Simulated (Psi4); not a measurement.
ClGa, charge -1, doublet, geometry from GFN2-xTB (such geometries of metal compounds can be far from the true shape) (a state made from the parent by changing its charge; the spin is typed, not shown lowest) (a gas-phase anion, which may not be bound at this level).

The Psi4 input:
```
memory 2 GB

molecule {
-1 2
Ga   -0.00000000   -0.00000000   -0.85496772
Cl    0.00000000    0.00000000    1.55905878
}

set {
  basis def2-svp
  reference uks
}

energy('tpss')
print_variables()
```

Problem. Give the total energy at the level TPSS/def2-SVP run with Psi4.

Solution. -2384.7333 Eh

Problem. Give the number of basis functions at the level TPSS/def2-SVP.

Solution. 50

Problem. Give the <S^2> at the level TPSS/def2-SVP.

Solution. 0.753

A gas-phase anion may not be bound at this level; its values then depend on the basis.

These values belong to the state on which the SCF converged, which isn't shown to be the lowest.
